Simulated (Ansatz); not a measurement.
C$_{4}$CoO$_{4}$, charge +1, singlet, at a GFN2-xTB geometry (such geometries of metal compounds can be far from the true shape) (the multiplicity is a formal guess); BLYP-D3BJATM/def2-SV(P) (Ansatz, a first-principles code).

Ansatz was given this input:
Ansatz 0.2 input:
```yaml
crystal:
  periodic: [false, false, false]
  atoms:
    - {symbol: Co, position_ang: [0.00000000, -0.00000000, 0.00000000]}
    - {symbol: O, position_ang: [1.04717025, 1.06346998, -2.50588683]}
    - {symbol: C, position_ang: [0.64525194, 0.65529561, -1.54409307]}
    - {symbol: O, position_ang: [-1.04717025, -1.06346998, 2.50588683]}
    - {symbol: C, position_ang: [-0.64525194, -0.65529561, 1.54409307]}
    - {symbol: O, position_ang: [0.13814426, -2.70219901, -1.08905436]}
    - {symbol: C, position_ang: [0.08512260, -1.66505794, -0.67106035]}
    - {symbol: O, position_ang: [-0.13814426, 2.70219901, 1.08905436]}
    - {symbol: C, position_ang: [-0.08512260, 1.66505794, 0.67106035]}
basis:
  gaussian:
    orbitals: def2-SV_P_.json
hamiltonian:
  xc: blyp
  dispersion: d3bjatm
total_charge: 1
```
The basis file holds def2-SV(P) in the JSON format of the Basis Set Exchange.

The log (banner, timings and long lists left out):

```
Functional definition: BLYP
1524 factors; their error is unknown
mean field evaluation 1: about -49919.7554 eV, gradient 1.2e2 eV
mean field evaluation 2: about -49476.9600 eV, gradient 3.2e2 eV
mean field evaluation 4: about -49860.4940 eV, gradient 2.3e2 eV
mean field evaluation 8: about -49943.9030 eV, gradient 1.9e-1 eV
mean field -49943.90313757 eV, -1835.4045871124 hartree, gradient 1.2e-5 eV, S^2 0.000000; 0 other end points of the search recorded, 0 dependent functions left out
reference -49943.90348303 eV, -1835.4045998075 hartree; 41, 41 occupied and 95, 95 virtual orbitals, 1524 factors
Total energy: -49944.47873308 eV, -1835.4257398571 hartree
```
